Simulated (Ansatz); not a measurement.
Reaction (hydrogenolysis of a C–Si bond): `[SiH3]C[S][GaH2]` + H₂ → `C[S][GaH2]` + SiH₄

Gas-phase electronic energies from Ansatz, PBE0-D4/def2-TZVP geometries. CBS: MP2 limit from def2 TZ/QZ plus the TZ coupled-cluster correction, frozen cores. This one scheme is used for every species. For Ga outer-core shells are correlated without core-valence functions, which leaves a few kJ/mol of doubt a bond. Scalar relativity is left out up to krypton. Each species was taken in one conformer, which may not be the lowest.

| species | CCSD(T)/CBS(def2) energy (Eh) |
| --- | --- |
| `[SiH3]C[S][GaH2]` | -2653.07098 |
| H₂ | -1.17544 |
| `C[S][GaH2]` | -2362.79177 |
| SiH₄ | -291.46306 |

Task: Work out ΔE.

Result: ΔE = (-2362.79177) + (-291.46306) − (-2653.07098) − (-1.17544) = -0.00841 Eh = -5.3 kcal/mol.

Largest T1 diagnostic among the species: 0.013.

In def2-TZVPP, CCSD(T) changes the Hartree–Fock value by +6.7 kcal/mol (the triples alone add +1.3 kcal/mol) and MP2 by +8.5 kcal/mol. The D4 term adds +3.7 kcal/mol with B3LYP and +2.0 kcal/mol with PBE0; it sums over pairs of atoms, weighted by their polarisabilities, and B3LYP, whose exchange is more repulsive, gets the larger term. Leaving LDA and LC-ωPBE aside and taking each functional with its dispersion term where it has one, the values, not all of them listed here, spread over 4.0 kcal/mol, from B2PLYP to revPBE-D4. LDA lies +2.1 kcal/mol from PBE without D4.

B3LYP here is the variant with VWN-RPA as its local correlation; programs differ in this.
